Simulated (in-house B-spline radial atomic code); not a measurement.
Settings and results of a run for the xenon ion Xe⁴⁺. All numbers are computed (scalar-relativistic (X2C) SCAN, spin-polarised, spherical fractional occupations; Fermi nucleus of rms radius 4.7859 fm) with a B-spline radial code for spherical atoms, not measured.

Command:
```bash
python run_scf.py task.json out
```
Settings (nuclear radius in fm, mass in u):
```
Z                54
configuration    [Kr] 4d10 5s2 5p2
hamiltonian      x2c
method           scan,scan
spin_polarised   True
nucleus          fermi
rms_radius       4.7859
atomic_mass      131.90416
speed_of_light   137.035999084
```

Output (hartree, bohr):
```
 radial grid: 69 intervals, B-splines of order 8, outer radius 30.8511 bohr

 iter        energy (Eh)    residual
    1       -7443.073086    2.26e-01
    2       -7443.085586    2.37e-03
    3       -7443.085615    9.62e-04
    4       -7443.085618    5.08e-04
    5       -7443.085620    8.55e-05
    6       -7443.085620    2.63e-05
    7       -7443.085620    1.02e-05
    8       -7443.085620    5.61e-06
    9       -7443.085620    1.56e-06
   10       -7443.085620    2.22e-07

 total energy                     -7443.08562
 kinetic                            7908.9909
 electron-nucleus                 -18015.0038
 Hartree                            2850.8730
 exchange-correlation               -187.9457

 orbital      occ     eigenvalue          <r>       <r^2>       <1/r>       r_max
 1s up      1.000     -1264.4667    0.0260402 0.000929705      61.151     0.01642
 1s down    1.000     -1264.4620    0.0260402 0.000929702     61.1511     0.01642
 2s up      1.000      -198.9438     0.113999   0.0153959     13.9603     0.09676
 2s down    1.000      -198.9420     0.113998   0.0153956     13.9602     0.09676
 2p up      3.000      -178.7106    0.0999955    0.012223     12.8009     0.07749
 2p down    3.000      -178.7067    0.0999959    0.012223     12.8008     0.07749
 3s up      1.000       -42.3669     0.305418    0.106771     4.94524      0.2785
 3s down    1.000       -42.3640     0.305413    0.106763     4.94497      0.2786
 3p up      3.000       -35.7585     0.303642    0.107035     4.58818      0.2725
 3p down    3.000       -35.7543     0.303634    0.107024     4.58806      0.2725
 3d up      5.000       -25.9151     0.280918   0.0933231     4.31168      0.2263
 3d down    5.000       -25.9103     0.280903    0.093309     4.31177      0.2263
 4s up      1.000        -9.1536      0.71671    0.579824     1.97762      0.6621
 4s down    1.000        -9.1449     0.717077    0.580189     1.97546      0.6623
 4p up      3.000        -7.0424     0.763849    0.664134     1.79632      0.6935
 4p down    3.000        -7.0340     0.763572    0.663173     1.79564      0.6939
 4d up      5.000        -3.9415     0.872455    0.887166      1.5189      0.7467
 4d down    5.000        -3.9264     0.868423    0.877232     1.52372       0.747
 5s up      1.000        -2.3341      1.72115     3.30587    0.764603       1.571
 5s down    1.000        -2.2303      1.70328     3.24227     0.77618       1.552
 5p up      2.000        -1.8064      1.93127     4.16918    0.671141       1.768

 Slater integrals (Eh)
   F0(5s up,5s up)               0.522064
   F0(5s up,5s down)             0.524795
   F0(5s up,5p up)               0.490459
   G1(5s up,5p up)               0.333430
   F0(5s down,5s down)           0.527592
   F0(5s down,5p up)             0.492562
   F0(5p up,5p up)               0.465351
   F2(5p up,5p up)               0.254997
```

Cost of the run: 0.54 s on 1 thread of Arm Neoverse V1, on a shared host.

One-electron X2C: radii and densities carry no picture-change correction, so inner-shell <1/r> comes out high (for 1s by about 2 % at Z = 33, 5 % at 54, 10 % at 75, 30 % at 118) and <r> low.
